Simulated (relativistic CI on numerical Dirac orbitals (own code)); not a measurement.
## Transition arrays of Eu XXV

Method of calculation: Dirac-Coulomb-Breit CI, orbitals from a KLI potential per configuration, a model potential for QED, valence Slater integrals scaled by 0.9, whole transition arrays (own radial code, finite nucleus).

CI space (outside the closed core [Ar] 3d10 4s2): 4p⁶4d³, 4p⁶4d²4f, 4p⁵4d⁴, 4p⁶4d²5p, 4p⁶4d²5f. Levels of other configurations are missing.

All E1 lines from the levels of 4p⁶4d³; mean and standard deviation are weighted by gf, and upper levels are sorted by their leading configuration.

```csv
Upper configuration,Lines,Σgf,Mean (eV),Mean (nm),σ (eV),Strongest line (nm)
4p⁶4d²4f,514,160.7,164.99,7.514,9.00,7.284
4p⁵4d⁴,1925,491.9,170.46,7.273,11.50,7.065
4p⁶4d²5p,466,36.7,285.34,4.345,4.57,4.312
4p⁶4d²5f,721,80.2,403.18,3.075,4.09,3.085
```

Σgf per state of the lower configuration in bins of 0.2 nm over the central range (centre: value): 3.1: 0.67, 4.3: 0.24, 4.5: 0.05, 6.7: 0.06, 6.9: 0.45, 7.1: 2.08, 7.3: 1.70, 7.5: 0.49, 7.7: 0.07, 7.9: 0.04, 8.1: 0.04, 8.3: 0.06, 8.5: 0.11, 8.7: 0.06, 8.9: 0.03, 9.1: 0.05.

Q: How do configuration mixing and the scaling of the Slater integrals move the arrays?

A: Slater scale 0.9, no configuration mixing: 4p⁶4d²4f 155.8 ± 6.3 eV (Σgf 221.1), 4p⁵4d⁴ 158.5 ± 16.2 eV (Σgf 382.3), 4p⁶4d²5p 285.5 ± 4.6 eV (Σgf 41.1), 4p⁶4d²5f 403.2 ± 4.1 eV (Σgf 81.5); Slater scale 1: 4p⁶4d²4f 168.2 ± 8.9 eV (Σgf 145.6), 4p⁵4d⁴ 173.1 ± 11.5 eV (Σgf 518.8), 4p⁶4d²5p 285.4 ± 4.7 eV (Σgf 36.1), 4p⁶4d²5f 403.2 ± 4.3 eV (Σgf 80.1); Slater scale 0.8: 4p⁶4d²4f 161.5 ± 9.2 eV (Σgf 165.3), 4p⁵4d⁴ 167.8 ± 11.4 eV (Σgf 475.5), 4p⁶4d²5p 285.3 ± 4.4 eV (Σgf 37.2), 4p⁶4d²5f 403.2 ± 3.9 eV (Σgf 80.2). With mixing, levels are counted to their leading configuration, so an array can shrink or vanish into another, and the sums then hold other lines.
